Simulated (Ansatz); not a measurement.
`CC[O][Ti]([OH])([O]CC)[O]CC` and `CC[O][Zr]([OH])([O]CC)[O]CC` differ in one element.

Ansatz, PBE0-D4/def2-TZVP geometries, multiplicity 1. Each molecule was computed in one conformer, which needn't be the lowest.

Elements past krypton have def2 core potentials. Scalar relativity is left out up to krypton.

```
                                      property  `CC[O][Ti]([OH])([O]CC)[O]CC`
         HOMO energy (ωB97M-V/def2-TZVPP) / eV                          -9.95
          HOMO–LUMO gap (PBE0/def2-TZVPP) / eV                           6.98
size of the dipole moment (PBE/def2-TZVPP) / D                           1.06
            LUMO energy (PBE0/def2-TZVPP) / eV                          -0.62
           LUMO energy (B3LYP/def2-TZVPP) / eV                          -0.91
           HOMO energy (B3LYP/def2-TZVPP) / eV                          -7.37
```

Problem. Give the same properties after the change, and the shifts. (Best estimate.)

Solution. Computed: 
```tsv
property	`CC[O][Zr]([OH])([O]CC)[O]CC`	shift
HOMO energy (ωB97M-V/def2-TZVPP) / eV	-9.82	0.13
HOMO–LUMO gap (PBE0/def2-TZVPP) / eV	7.62	0.64
size of the dipole moment (PBE/def2-TZVPP) / D	0.40	-0.66
LUMO energy (PBE0/def2-TZVPP) / eV	0.16	0.78
LUMO energy (B3LYP/def2-TZVPP) / eV	-0.10	0.81
HOMO energy (B3LYP/def2-TZVPP) / eV	-7.24	0.13
```

With PBE0 the HOMO rises by 0.13 eV and the LUMO rises by 0.78 eV, so the gap widens by about 0.65 eV. PBE moves the HOMO by 0.12 eV and ωB97M-V by 0.13 eV. Dipoles are sizes alone; their direction can turn.

B3LYP here is the variant with VWN-RPA as its local correlation; programs differ in this.
